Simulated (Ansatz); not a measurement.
System: H2Te2 (charge 0, singlet). 
Coordinates optimised at B3LYP-D3(BJ)/def2-TZVP (Ansatz, an electronic-structure program):
```
Te
H 1 1.6675
Te 1 2.7310 2 95.57
H 3 1.6675 1 95.57 2 -89.92
```

Property: vertical triplet-singlet gap (E(triplet) - E(singlet); each state is the SCF solution reached for its spin), in kJ/mol. Correlated levels leave the core frozen unless marked. Open shells are spin-unrestricted. Spin-orbit coupling is left out. Frozen are the shells of the preceding noble gas and the d and f shells that filled before the atom's block. Past Kr the def2 sets carry scalar-relativistic core potentials. Basis-set limits of correlation are two-point, X^-3; Hartree-Fock from the larger set. The bracket is a focal-point correction in the basis named.

```json
[
 {"level": "HF/def2-SVPD", "program": "Ansatz", "vertical triplet-singlet gap (kJ/mol)": "230.6"}
]
```

Task: Predict the RI-MP2/CBS(def2-TZVPPD,def2-QZVPPD)+[CCSD(T)-MP2]/def2-TZVPPD result (Ansatz).

Result: 278.7 kJ/mol, so HF/def2-SVPD differs from it by -48.1 kJ/mol.
